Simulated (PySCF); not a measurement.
# Working with the constants of TcF

UHF-CCSD(T) constants of TcF, ⁷Σ⁺ (septet), unpaired electrons σ ↑↑, π ↑↑, δ ↑↑ (Tc x2c-TZVPPall, F x2c-TZVPPall; spin-free X2C with a Gaussian nucleus (PySCF 2.14); masses 98.9072 and 18.9984 u):

- ωe: 564.5 cm⁻¹
- ωexe: 2.59 cm⁻¹
- Be: 0.27193 cm⁻¹
- αe: 0.00177 cm⁻¹
- D (centrifugal): 2.52e-07 cm⁻¹
- De to Tc (4d5 5s2) + F: 4.38 eV

**Question.** Give the vibrational terms G(v) and spacings up to v = 6.

**Answer.** G(v) = ωe(v+½) − ωexe(v+½)².

```csv
v,G(v) (cm⁻¹),G(v) − G(v−1),Bv (cm⁻¹)
0,281.6,,0.2710
1,840.9,559.3,0.2693
2,1395.1,554.1,0.2675
3,1944.0,549.0,0.2657
4,2487.8,543.8,0.2640
5,3026.4,538.6,0.2622
6,3559.8,533.4,0.2604
```

**Question.** How well does the Morse estimate ωe²/(4ωexe) reproduce De, and what is D0?

**Answer.** It gives 3.81 eV, 87 % of the computed De. D0 = De − G(0) = 4.38 − 0.03 = 4.35 eV.

Correlated steps freeze 15 core orbitals. These are scalar-relativistic numbers at best; spin–orbit coupling would shift them, the dissociation energy most. With d or f electrons several states lie close, and the lowest PBE0 determinant need not be the measured ground state.
